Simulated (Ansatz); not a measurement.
Reaction (redistribution): `COB(F)[SiH2]F` + `BC[SiH2]Cl` → `F[SiH2]C[SiH2]Cl` + `BB(F)OC`

Gas-phase electronic energies from Ansatz, PBE0-D4/def2-TZVP geometries. CCSD(T)/CBS is the MP2 limit (def2-TZVPP, def2-QZVPP) plus CCSD(T) − MP2 in def2-TZVPP, frozen cores. DFT in def2-TZVPP. One conformer a species, not always the lowest.

`COB(F)[SiH2]F`:

Cartesian coordinates in Å:
```
C 1.285 0.074 -1.280
O 0.013 -0.542 -1.359
B -0.896 -0.565 -0.381
F -2.038 -1.198 -0.664
Si -0.840 0.219 1.501
F 0.557 0.956 1.824
H 1.467 0.524 -0.303
H 2.047 -0.681 -1.478
H 1.345 0.844 -2.050
H -1.019 -0.855 2.514
H -1.921 1.223 1.676
```

`BC[SiH2]Cl`:

Z-matrix (Å, degrees):
```
C
Si 1 1.876
B 1 1.538 2 109.7
H 1 1.095 2 103.9 3 -122.3
H 1 1.095 2 103.9 3 122.3
Cl 2 2.058 1 108.7 3 -179.9
H 2 1.481 1 111.5 3 -61.8
H 2 1.481 1 111.6 3 61.9
H 3 1.197 1 120.6 2 88.3
H 3 1.197 1 120.7 2 -88.4
```

`F[SiH2]C[SiH2]Cl`:

Z-matrix (Å, degrees):
```
Si
C 1 1.857
F 1 1.602 2 109.1
H 1 1.483 2 111.1 3 -118.3
H 1 1.483 2 111.1 3 118.4
Si 2 1.860 1 116.0 3 179.6
H 2 1.096 1 108.5 3 57.9
H 2 1.096 1 108.5 3 -58.5
Cl 6 2.058 2 109.7 1 -180.0
H 6 1.482 2 111.1 1 61.3
H 6 1.482 2 111.1 1 -61.3
```

`BB(F)OC`:

Cartesian coordinates in Å:
```
B 1.139 -0.597 -1.015
B -0.083 -1.137 0.030
F -0.285 -2.453 0.156
O -0.894 -0.353 0.766
C -0.784 1.052 0.723
H 0.929 -0.369 -2.172
H 2.265 -0.434 -0.641
H -0.002 1.388 0.031
H -1.737 1.477 0.400
H -0.548 1.426 1.721
```

**Question.** Is it downhill or uphill in electronic energy at CCSD(T)/CBS, and by how much? (Best estimate.)

**Answer.** The calculation gave: Uphill: ΔE = +0.05 eV.

**Question.** What do these levels give: r2SCAN, PBE0, CCSD/def2-TZVPP, HF/def2-QZVPP, SCS-MP2/def2-QZVPP, HF/CBS(def2)? (An estimate is asked.)

**Answer.** Computed: r2SCAN 0.11, PBE0 0.12, CCSD/def2-TZVPP 0.04, HF/def2-QZVPP -0.03, SCS-MP2/def2-QZVPP 0.03, HF/CBS(def2) -0.03 eV.

Largest T1 diagnostic among the species: 0.013.

From PBE to PBE0 (25 % exact exchange), in def2-TZVPP and without D4, ΔE moves by −0.06 eV. In def2-TZVPP, CCSD(T) changes the Hartree–Fock value by +0.08 eV (the triples alone add +0.02 eV) and MP2 by +0.07 eV.
